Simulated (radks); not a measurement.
Coulomb parameter of the 5d shell of the gold ion Au+ in the model configuration [Xe] 4f14 5d8.5 6s1.5, as a second difference U = [E(n + 0.25) + E(n - 0.25) - 2 E(n)] / (0.25)^2 with all orbitals relaxed. "Bare": the charge of the atom changes with n. "Screened": the 6s shell takes up the change at fixed total charge, which measures U(5d,5d) + U(6s,6s) - 2 U(5d,6s). Calculated with a radial shooting solver on a logarithmic mesh with Libxc functionals: scalar-relativistic Kohn-Sham, PBE, spin-unpolarised, spherical densities, point nucleus.

[
 {"case": "start", "configuration": "[Xe] 4f14 5d8.5 6s1.5", "E - E(n) (eV)": "0.000"},
 {"case": "bare +0.25", "configuration": "[Xe] 4f14 5d8.75 6s1.5", "E - E(n) (eV)": "-4.358"},
 {"case": "bare -0.25", "configuration": "[Xe] 4f14 5d8.25 6s1.5", "E - E(n) (eV)": "5.096"},
 {"case": "screened +0.25", "configuration": "[Xe] 4f14 5d8.75 6s1.25", "E - E(n) (eV)": "-0.952"},
 {"case": "screened -0.25", "configuration": "[Xe] 4f14 5d8.25 6s1.75", "E - E(n) (eV)": "1.034"}
]

U(bare) = 11.817 eV, U(screened by 6s) = 1.312 eV, against the Slater integral F0(5d,5d) = 16.361 eV with frozen orbitals.
